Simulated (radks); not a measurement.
All-electron atom: Ba in [Xe] 6s2.

All-electron calculation, Dirac Kohn-Sham, LDA (Slater exchange, Perdew-Wang correlation), spin-unpolarised, spherical densities, point nucleus. Program: a radial shooting solver on a logarithmic mesh with Libxc functionals.

Energy parts (hartree):
| part | energy |
|---|---|
| total | -8133.0669 |
| kinetic | 8680.5031 |
| electron-nucleus | -19786.1554 |
| Hartree | 3164.4565 |
| exchange-correlation | -191.8711 |

Orbitals (lengths in bohr, moments of r in powers of bohr; <r^-3> diverges for s and p1/2; r(90%) holds 90 % of the orbital's charge):
orbital  occ.  eigenvalue (hartree)  <r^-3>  r(90%)
1s1/2       2             -1366.722       -  0.0461
2s1/2       2             -215.9799       -   0.170
2p1/2       2             -203.5385       -   0.151
2p3/2       4             -189.5280    6289   0.159
3s1/2       2             -45.57309       -   0.429
3p1/2       2             -40.34183       -   0.424
3p3/2       4             -37.63513    1245   0.440
3d3/2       4             -28.42368   202.4   0.415
3d5/2       6             -27.84604   185.4   0.420
4s1/2       2              -8.92919       -   0.970
4p1/2       2              -7.02743       -    1.02
4p3/2       4              -6.45866   262.1    1.06
4d3/2       4              -3.34802   34.52    1.20
4d5/2       6              -3.25146   31.32    1.22
5s1/2       2              -1.24076       -    2.36
5p1/2       2              -0.74479       -    2.73
5p3/2       4              -0.66701   35.49    2.87
5d3/2       0              -0.08113   1.686    5.65
5d5/2       0              -0.07656   1.486    5.80
6s1/2       2              -0.12298       -    6.93
6p1/2       0              -0.05082       -    9.16
6p3/2       0              -0.04542   2.483    9.55

The highest occupied level is 6s1/2 at -3.347 eV. The density falls to 0.001 e/bohr^3 at r = 5.48 bohr.
